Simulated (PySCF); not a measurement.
From one molecule to another.

First species: C3H6Ge.
Atom-mapped SMILES: `[CH3:1][C:2]#[C:3][GeH3:4]` (hydrogens: H5, H6, H7 on C1; H8, H9, H10 on Ge4)

Second species: methyl selenocyanate, C₂H₃NSe.
Structure used (PBE0-D3(BJ)/def2-SVP), in Å, numbered top down from 1:
```xyz
7
C2H3NSe angstrom
C     -1.0228   -0.0081    0.0836
Se     0.4521   -1.2675    0.2786
C      1.8007   -0.0320    0.1906
N      2.6835    0.7222    0.1385
H     -0.9646    0.4922   -0.8902
H     -1.9360   -0.6155    0.1397
H     -1.0062    0.7186    0.9044
```

Levels: wB97X-D/def2-SVPD for dipole moment, HOMO energy, LUMO energy, HOMO–LUMO gap, static isotropic polarisability and electronic spatial extent ⟨r²⟩ about the centre of nuclear charge; TDDFT wB97X-D/def2-SVPD for lowest singlet excitation; TDA wB97X-D/def2-SVPD for lowest triplet excitation (Tamm–Dancoff); ΔSCF wB97X-D/def2-SVPD for vertical ionisation energy; PBE0-D3(BJ)/def2-SVP for rotational constant A and rotational constant C. Geometries: PBE0-D3(BJ)/def2-SVP. Each structure is a single optimised conformer of the isolated species, non-relativistic unless stated. Electronic properties by PySCF.

| property | column X | column Y |
| --- | --- | --- |
| dipole moment | 1.14 D | 4.41 D |
| HOMO energy | -9.44 eV | -9.20 eV |
| LUMO energy | 1.82 eV | 0.59 eV |
| HOMO–LUMO gap | 11.26 eV | 9.79 eV |
| lowest singlet excitation | 6.08 eV | 4.69 eV |
| lowest triplet excitation (Tamm–Dancoff) | 5.09 eV | 4.33 eV |
| static isotropic polarisability | 68.4 au | 55.5 au |
| vertical ionisation energy | 9.77 eV | 9.66 eV |
| electronic spatial extent ⟨r²⟩ about the centre of nuclear charge | 789 bohr² | 453 bohr² |
| rotational constant A | 52.896 GHz | 10.291 GHz |
| rotational constant C | 1.456 GHz | 2.638 GHz |

Problem. Which column belongs to which species?

Solution. Column X is the first species and column Y the second. The first has 10 atoms and 56 electrons, the second 7 and 56.

Problem. How does each property change from the first species to the second?

Solution. dipole moment +3.27 D; HOMO energy +0.24 eV; LUMO energy -1.23 eV; HOMO–LUMO gap -1.47 eV; lowest singlet excitation -1.39 eV; lowest triplet excitation (Tamm–Dancoff) -0.76 eV; static isotropic polarisability -12.9 au; vertical ionisation energy -0.11 eV; electronic spatial extent ⟨r²⟩ about the centre of nuclear charge -336 bohr²; rotational constant A -42.605 GHz; rotational constant C +1.182 GHz.

On the first: No computed singlet falls in the visible range (750 to 380 nm, 1.65 to 3.26 eV); S1 lies 2.82 eV above its blue end. In wavenumbers S1 is 49100 cm⁻¹ (1 eV = 8065.54 cm⁻¹). The calculation is non-relativistic and has no spin–orbit coupling, an omission that weighs most on germanium.

On the second: The principal polarisabilities are 42.5, 52.0 and 72.0 au; their mean is the isotropic value. The 10 singlets span 4.69 to 8.10 eV, and their oscillator strengths add up to 0.51. The calculation is non-relativistic and has no spin–orbit coupling, an omission that weighs most on selenium.
